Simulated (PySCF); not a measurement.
Species: C5H16N2Si2.
Bonds: C1–C2, C2–C3, C3–C4, C3–C5, C3–Si6, Si6–N7, N7–Si8, Si8–N9, Si6–N9. Hydrogens: H10, H11, H12 on C1; H13, H14 on C2; H15, H16, H17 on C4; H18, H19, H20 on C5; H21 on Si6; H22 on N7; H23, H24 on Si8; H25 on N9.

Level: PBE0/pcSseg-1 in PySCF, non-relativistic, on one gas-phase PBE0-D3(BJ)/def2-SVP geometry that isn't relaxed in the solvent. The solvent is an IEF-PCM continuum (Bondi radii, 1.10 Å for H, scaled by 1.2). Specific hydrogen bonds and non-electrostatic terms are outside this model.

Gas phase at PBE0/pcSseg-1: HOMO -6.92 eV, LUMO 0.13 eV, dipole 0.59 D.

Question: What does the continuum do to the energy, the frontier levels and the dipole at PBE0/pcSseg-1 in tetrahydrofuran and dichloromethane?

Answer: 
```
        solvent      ε  E(solvent) − E(gas) (kcal/mol)  polarisation term (kcal/mol)  distortion of the solute (kcal/mol)  HOMO (eV)  LUMO (eV)  dipole (D)
tetrahydrofuran  7.426                           -2.75                         -2.92                                 0.17      -6.89       0.19        0.76
dichloromethane   8.93                           -2.87                         -3.06                                 0.19      -6.89       0.19        0.77
```

The first energy column is the sum of the next two and covers electrostatics alone. From tetrahydrofuran to dichloromethane the lowering changes by a factor 1.04, Onsager's factor (ε − 1)/(2ε + 1) by 1.04 and ε itself by 1.2.

Question: Which ESP-fitted charges (PBE0/pcSseg-1) respond most in dichloromethane (means over atoms taken as equivalent)?

Answer: 
```tsv
atoms	environment	gas (e)	solvent (e)	change
N7/N9	nitrogen bridging silicon atoms	-0.976	-1.029	-0.053
Si8	SiH2 silicon	+0.959	+1.001	+0.042
C3	sp3 carbon bound to silicon	+0.291	+0.326	+0.035
Si6	SiH silicon	+0.783	+0.816	+0.033
H22/H25	N–H hydrogen	+0.397	+0.425	+0.028
C4/C5	methyl carbon	-0.510	-0.531	-0.021
H21	Si–H hydrogen	-0.167	-0.182	-0.015
H24	Si–H hydrogen	-0.186	-0.197	-0.011
C2	chain CH2 carbon	+0.081	+0.071	-0.010
H23	Si–H hydrogen	-0.188	-0.196	-0.008
C1	methyl carbon	-0.349	-0.353	-0.004
H15 (×6)	methyl hydrogen	+0.119	+0.123	+0.004
```

Run on one thread of an Arm Neoverse V2 (shared host). This is the whole shielding run at PBE0/pcSseg-1 in dichloromethane, SCF included.

The values belong to the conformer `[CH3:1][CH2:2][C:3]([CH3:4])([CH3:5])[SiH:6]1[NH:7][SiH2:8][NH:9]1`: C1–C2–C3–C4 64°, C2–C3–Si6–N7 83°.
